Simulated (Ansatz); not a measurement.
```yaml
crystal:
  periodic: [false, false, false]
  atoms:
    - {symbol: C, position_ang: [-0.963009, -0.435506, 0.032649]}
    - {symbol: In, position_ang: [0.458059, -0.035522, 0.147495]}
    - {symbol: F, position_ang: [1.280199, -0.671441, 0.936751]}
    - {symbol: C, position_ang: [1.253799, 1.065003, -0.435193]}
    - {symbol: N, position_ang: [1.410067, 1.682406, -0.777947]}
    - {symbol: H, position_ang: [-1.339424, 0.034870, -0.366460]}
    - {symbol: H, position_ang: [-1.093244, -0.427861, 0.624520]}
    - {symbol: H, position_ang: [-0.852669, -1.145826, -0.243886]}
basis:
  gaussian: {orbitals: def2-TZVP, final_grid: {core_spheres: 20, valence_spheres: 16, degree: 47}}
hamiltonian: {xc: {name: CAM-B3LYP}, dispersion: d3bj}
```

```sh
$ ansatz run in.yaml --threads 2 --pin off --events-out ev --progress --plain --max-ram 32768MiB --backend cpu
```

Output, abridged:

```
Functional definition: CAM-B3LYP
1268 factors; their error is unknown
324 factors; integrals over basis functions are off by at most 5.8e-6 eV
mean field evaluation 1: about -11385.7296 eV, gradient 1.4e2 eV
mean field evaluation 2: about -11388.1421 eV, gradient 1.3e2 eV
mean field evaluation 4: about -11415.7307 eV, gradient 7.2e0 eV
mean field evaluation 8: about -11415.8102 eV, gradient 2.4e-1 eV
mean field evaluation 16: about -11415.8596 eV, gradient 3.4e-4 eV
mean field -11415.85956040 eV, -419.5251008970 hartree, gradient 2.5e-5 eV, S^2 0.000000; 0 other end points of the search recorded, 0 dependent functions left out
reference -11415.85969762 eV, -419.5251059399 hartree; 26, 26 occupied and 166, 166 virtual orbitals, 1268 factors
Total energy: -11416.01165788 eV, -419.5306903765 hartree
```

Problem. What is wrong with this run?

Solution. The geometry is squeezed to about two thirds of its size. Self-consistency was reached. The result belongs to that input, not to the molecule as meant.
